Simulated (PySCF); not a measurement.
# Unknowns

[PySCF 2.14: GFN2-xTB structure; GIAO PBE0/pcSseg-1 shieldings; rapidly exchanging positions averaged; no relativistic terms; gas phase; single conformer]

References, each an isolated molecule treated in the same way: 1H, 13C against TMS. Splittings of carbon signals by F and P are missing where no couplings were computed. Where no couplings were computed, multiplicities follow the n + 1 count of equivalent neighbours, and m marks all less simple cases (inequivalent or close neighbours, rings, F or P nearby). Shifts are as computed. Against solution values, carbons near 30 ppm lie about +3 ppm off and those near 130 ppm about +5 ppm. Of 1309 compounds with measured shifts, 239 miss one by over three times the rms of a fit or turn the order of signals round; such compounds aren't used in these exercises. OH and NH positions are gas-phase values without hydrogen bonding to other molecules.

Question: CH$_{11}$FO$_{3}$Si$_{4}$. 1H NMR (400 MHz, computed): δ 5.55 (m, 1H), 5.16 (s, 3H), 3.93 (s, 3H), 3.43 (m, 3H), 1.37 (br s, 1H). 13C{1H} NMR (computed): δ 51.8 (CH3). Give a structure.

Answer: SMILES CO[Si@@H](O)[Si@](F)([SiH3])O[SiH3]. The formula gives 0 degrees of unsaturation. Carbon types of the structure: 1 × CH3, leaving 8 H on heteroatoms. δC 51.8: methyl carbon bonded to O; deshielded by the electronegative neighbour. δH 5.16: hydrogen on a silicon bonded to O. δH 3.93: hydrogen on a methyl carbon bonded to O; its carbon carries O, an electronegative neighbour. δH 1.37: hydrogen on an oxygen bonded to Si; exchangeable; this is the value without hydrogen bonding to other molecules.

This is the structure that produced the data.

Question: C$_{6}$H$_{6}$F$_{2}$. 1H NMR (300 MHz, computed): δ 6.26 (t, 1H), 5.19 (m, 1H), 2.80 (m, 2H), 2.58 (m, 2H). 13C{1H} NMR (computed): δ 172.9, 145.8, 139.8, 84.8, 32.2, 30.5. What is it?

Answer: SMILES C1C=C(C=C(F)F)C1. Rings plus π bonds: 3 (1 ring in the answer). 6 carbon signals for 6 carbons: no two carbons are equivalent. Carbon types of the structure: 2 × C, 2 × CH, 2 × CH2, which accounts for all hydrogens. δC 172.9, 145.8: fully substituted alkene carbon. δC 139.8, 84.8: alkene CH. δH 6.26, 5.19: hydrogen on an alkene CH; a vinylic proton, deshielded by the sp2 carbon and the C=C anisotropy. δH 2.80, 2.58: hydrogen on an allylic sp3 CH2; allylic position.

The data come from this structure; uniqueness wasn't tested.

Question: C$_{2}$H$_{11}$OPSi$_{3}$. 1H NMR (400 MHz, computed): δ 5.82 (q, 1H), 5.77 (m, 2H), 4.31 (s, 3H), 4.11 (d, 3H), 1.14 (m, 2H). 13C{1H} NMR (computed): δ 173.0 (C), 127.7 (CH). Give a structure.

Answer: SMILES [SiH3]/C=C(/[SiH3])O[SiH2]P. 2 carbon signals for 2 carbons: no two carbons are equivalent. Carbon types of the structure: 1 × C, 1 × CH, leaving 10 H on heteroatoms. δC 173.0: alkene carbon bearing oxygen; an sp2 carbon further deshielded by the attached heteroatom. δC 127.7: β carbon of an enol-ether or enamine type C=C. δH 5.82: hydrogen on a β carbon of an enol-ether or enamine type C=C; attached to an sp2 carbon and in the plane of the double bond. δH 1.14: hydrogen on a phosphorus bonded to Si.

The data come from this structure; uniqueness wasn't tested.

Question: C$_{4}$H$_{11}$OPSi$_{3}$. 1H NMR (500 MHz, computed): δ 4.64 (m, 1H), 3.59 (m, 3H), 3.53 (m, 1H), 3.47 (m, 1H), 2.35 (s, 3H), 1.68 (m, 2H). 13C{1H} NMR (computed): δ 187.5 (C), 113.4 (C), 101.0 (C), 36.6 (CH3). Identify the compound.

Answer: `P[Si@@H](C#CC(C)=O)[SiH2][SiH3]`. 4 carbon signals for 4 carbons: no two carbons are equivalent. Carbon types of the structure: 3 × C, 1 × CH3, leaving 8 H on heteroatoms. δC 187.5: carbonyl carbon of an ynone. δC 113.4, 101.0: alkyne carbon. δC 36.6: methyl carbon α to a carbonyl; the adjacent C=O deshields it moderately. δH 2.35: hydrogen on a methyl carbon α to a carbonyl; α to C=O.

This is the structure that produced the data.

Question: C$_{6}$H$_{6}$F$_{2}$. 1H NMR (600 MHz, computed): δ 5.16 (m, 1H), 3.40 (m, 2H), 2.12 (m, 3H). 13C{1H} NMR (computed): δ 168.7, 156.1, 112.9, 112.1, 40.5, 18.3. What is it?

Answer: `F/C(C)=C1/C=C(F)C1`. Rings plus π bonds: 3 (1 ring in the answer). 6 carbon signals for 6 carbons: no two carbons are equivalent. Carbon types of the structure: 3 × C, 1 × CH, 1 × CH2, 1 × CH3, which accounts for all hydrogens. δC 168.7, 156.1, 112.1: fully substituted alkene carbon. δC 112.9: alkene CH; the olefinic region. δC 18.3: allylic methyl carbon; a saturated carbon with 1 carbon neighbour and no heteroatom attached. δH 2.12: hydrogen on an allylic methyl carbon; allylic position.

The data come from this structure; uniqueness wasn't tested.
